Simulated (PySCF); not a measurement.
B(F)(SH)2 (BFH₂S₂), SMILES FB(S)S. The structure is a stationary point at ωB97X-D3(BJ)/def2-SVP. Other conformers were not sampled.

Method: ωB97X-D3(BJ)/def2-SVP (PySCF).

Harmonic wavenumbers (cm⁻¹): 254, 255, 333, 358, 517, 527, 781, 868, 1076, 1323, 2779, 2789. Rotational constants (GHz): 6.842, 2.942, 2.057; symmetry number 2.

Work out the zero-point energy and the ideal-gas rigid-rotor harmonic-oscillator thermochemistry at 298.15 K and 1 atm.

ZPE = ½ Σ hcν = ½ × 11861 cm⁻¹ = 70.94 kJ/mol. H − E(el) = 86.88 kJ/mol. Entropy in J/(mol K): translation 165.66, rotation 104.92, vibration 31.19, total 301.78. G − E(el) = -3.10 kJ/mol. Cp = 78.22 J/(mol K).
